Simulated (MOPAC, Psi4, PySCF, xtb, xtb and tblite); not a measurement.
Conformational energy of C10H6S2Se, SMILES c1c[se]c(-c2cc3sccc3s2)c1. Scanned: dihedral Se3–C4–C5–S12; all other coordinates were relaxed at GFN2-xTB. Points at φ and −φ are mirror images.

Atom numbering (GFN2-xTB optimised geometry, Å):
```
19

C      3.8460     0.4074    -0.1560
C      4.0992    -0.7224     0.5545
Se     2.5494    -1.6178     1.0376
C      1.6121    -0.2476     0.1470
C      0.1866    -0.2328     0.0728
C     -0.6913    -1.1463     0.5977
C     -2.0244    -0.8064     0.3264
S     -3.5635    -1.5052     0.6882
C     -4.3621    -0.2141    -0.1469
C     -3.5131     0.7041    -0.6761
C     -2.1725     0.3672    -0.4063
S     -0.6373     1.0708    -0.7714
C      2.4800     0.6721    -0.3822
H      4.6263     1.0542    -0.5204
H      5.0642    -1.1039     0.8347
H     -0.3759    -2.0155     1.1498
H     -5.4329    -0.2207    -0.1919
H     -3.8240     1.5721    -1.2272
H      2.1334     1.5325    -0.9303
```

GFN1-xTB // GFN2-xTB (xtb); GFN2-xTB (xtb and tblite); PBE/def2-SVP // GFN2-xTB (Psi4); RKS-B3LYP/6-31G* = restricted B3LYP/6-31G*, spherical d, density fitting // GFN2-xTB run with PySCF 2.14.0; PM6, restricted, heats of formation // GFN2-xTB (MOPAC); PBE-D3(BJ)/def2-SVP // GFN2-xTB (Psi4).

Energies in kJ/mol, each method relative to its own lowest point.

```tsv
φ / °	GFN1-xTB	GFN2-xTB	PBE/def2-SVP	RKS-B3LYP/6-31G*	PM6	PBE-D3(BJ)/def2-SVP
-160	1.8	1.9	0.1	—	1.8	0.2
-140	7.1	7.3	1.9	—	0.4	2.0
-120	14.6	15.2	6.8	2.0	0.0	7.1
-100	20.8	21.9	12.8	7.0	0.4	13.4
-80	20.8	22.6	13.2	7.2	3.7	13.9
-60	14.6	17.1	7.3	2.7	10.0	7.8
-40	7.2	10.9	2.8	0.0	17.9	3.0
-20	2.2	7.1	2.3	1.1	26.6	2.5
0	0.6	6.1	3.3	2.7	30.6	3.4
20	2.2	7.1	2.3	1.1	26.6	2.5
40	7.2	10.9	2.8	0.0	17.9	3.0
60	14.6	17.1	7.3	2.7	10.0	7.8
80	20.8	22.6	13.2	7.2	3.7	13.9
100	20.8	21.9	12.8	7.0	0.4	13.4
120	14.6	15.2	6.8	2.0	0.0	7.1
140	7.1	7.3	1.9	—	0.4	2.0
160	1.8	1.9	0.1	—	1.8	0.2
180	0.0	0.0	0.0	—	2.7	0.0
```

Root-mean-square difference from the PBE-D3(BJ)/def2-SVP profile, itself a level with limits, after the best constant shift (kJ/mol): GFN1-xTB 3.3, GFN2-xTB 2.9, PBE/def2-SVP 0.2, RKS-B3LYP/6-31G* 2.1, PM6 12.6.

Dashes: no converged value, or the column stops at the first point that the program doubted or that broke a chosen test of continuity, which isn't proof of a fault.
